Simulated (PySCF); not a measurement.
PBE0 on Hf⁺ (hafnium, charge +1), [Xe] 4f14 5d1 6s2, 2D determinant. Computed with PySCF 2.14 in x2c-TZVPPall with one added diffuse shell each of s, p, d, f type (12s8p8d4f1g, 113 functions), with the spin-free X2C one-electron Hamiltonian (Gaussian nucleus).

```
cycle= 1 E= -15078.0716628352  delta_E= -0.0237  |g|= 0.22  |ddm|= 0.566
cycle= 2 E= -15078.0721888287  delta_E= -0.000526  |g|= 0.237  |ddm|= 0.292
cycle= 3 E= -15078.078796019  delta_E= -0.00661  |g|= 0.0123  |ddm|= 0.153
cycle= 4 E= -15078.080585174  delta_E= -0.00179  |g|= 0.0123  |ddm|= 0.149
cycle= 5 E= -15078.0816772787  delta_E= -0.00109  |g|= 0.0112  |ddm|= 0.101
cycle= 6 E= -15078.0833445542  delta_E= -0.00167  |g|= 0.0128  |ddm|= 0.625
cycle= 7 E= -15078.0840640202  delta_E= -0.000719  |g|= 0.00261  |ddm|= 0.271
cycle= 8 E= -15078.0841574713  delta_E= -9.35e-05  |g|= 0.00066  |ddm|= 0.088
cycle= 9 E= -15078.0841595555  delta_E= -2.08e-06  |g|= 0.000242  |ddm|= 0.0156
cycle= 10 E= -15078.0841597622  delta_E= -2.07e-07  |g|= 0.000155  |ddm|= 0.00131
cycle= 11 E= -15078.0841599612  delta_E= -1.99e-07  |g|= 8.19e-06  |ddm|= 0.00309
cycle= 12 E= -15078.0841599617  delta_E= -4.95e-10  |g|= 2.45e-06  |ddm|= 0.00012
converged SCF energy = -15078.0841599617  <S^2> = 1.299191  2S+1 = 2.48933
```

Highest occupied orbital energy: -12.228 eV; ⟨L²⟩ = 8.09; populations by l: s 11.65, p 24.00, d 21.35, f 14.00.

(1) Can this result be used?

Answers

(1) Not for this state. The calculation finished and met its thresholds. ⟨L²⟩ = 8.09 against 6 for a pure D term, so this real determinant mixes terms. Spin-orbit coupling, absent here, splits the open shell strongly. ⟨S²⟩ = 1.30 against 0.75 shows spin contamination. The s, p, d and f populations moved away from the nominal configuration during the SCF.
